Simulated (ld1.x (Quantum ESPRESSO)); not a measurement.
**arsenic (As): one change to a TM potential, before and after**

```
Element                 : arsenic
Generator               : ld1.x (Quantum ESPRESSO) 7.5
Type                    : norm-conserving Troullier–Martins (Kleinman–Bylander form)
Functional              : LDA (PZ)
Relativity              : scalar-relativistic
Frozen core             : [Ar] 3d10
Valence charge          : 5
Reference configuration : 4s2 4p3
Partial waves           : 4p (bound): rc 1.90 bohr; 4d channel at 0.45 Ry: rc 1.90 bohr; 4s (bound): rc 1.70 bohr
Local potential         : the s channel
Core correction         : none
```

Change: local potential all-electron potential smoothed inside 1.30 bohr (lloc = -1).

Cutoffs: the cutoffs (Ry, on a coarse ladder) from which the occupation-weighted sum of valence levels, in a spherical-Bessel basis at the reference potential, stays within 10 and 1 mRy of its value at 400 Ry; they do not see the model core or the augmentation charge, which bear on the density cutoff. Errors are all-electron minus pseudo energies relative to the spin-unpolarised reference configuration.

Predict the effect on cutoff, ghosts and configuration errors.

The potential gets softer (35 Ry and 50 Ry → 21 Ry and 50 Ry); the bound ghost in d disappears; the s channel binds one level more than in the base; the number of tests that count goes from 9 to 7; of the 7 tests that both files solve, the error grows in 6 and shrinks in 0 by more than 15 % and 0.3 meV (median size 11.0 → 34.6 meV); the range in which the s phases agree narrows (upper end 3.8 → -0.7); the range in which the p phases agree narrows (upper end at the end of the scan → 3.0). In the separable form a ghost depends on how the local part lies against the semilocal potential of the channel, so the choice of the local part can create or remove one.

```tsv
quantity	base	changed
cutoff, loose	35 Ry	21 Ry
cutoff, tight	50 Ry	50 Ry
loose cutoff by channel (10 mRy a level)	p 12 Ry, s 18 Ry	s 18 Ry, p 6 Ry
bound ghosts	d	none
tests counted (converged, no solver errors)	9 of 9	7 of 9
error for 4s2 4p2, meV [ΔE 9.33 eV]	+1.5	+26
error for 4s2 4p1, meV [ΔE 27.49 eV]	+20	+334
error for 4s1 4p3, meV [ΔE 19.49 eV]	+11	+75
error for 4s1 4p4, meV [ΔE 9.48 eV]	+6.2	+10
error for 4s2 4p2.5, meV [ΔE 3.64 eV]	-0.1	+2.8
error for 4s0 4p5, meV [ΔE 19.21 eV]	+30	+35
error for 4s2 4p2 (spin-polarised), meV [ΔE 8.60 eV]	+119	+117
s: phases at 2.06 bohr within 0.05 rad from the reference energy up to (Ry; the scan ends near 5)	3.8	-0.7
p: phases at 2.06 bohr within 0.05 rad from the reference energy up to (Ry; the scan ends near 5)	to the end of the scan	3.0
d: phases at 2.06 bohr within 0.05 rad from the reference energy up to (Ry; the scan ends near 5)	to the end of the scan	1.2
```

Changed file: Tests not counted: 4s2 4p0 (solver errors, printed error -26.1 eV); 4s2 4p3 (spin-polarised) (pseudo-atom not self-consistent, printed error -45 meV). A true bound ghost makes a file unfit for plane-wave use even where its test errors are small: the radial tests pick states by their node count and pass the ghost by.
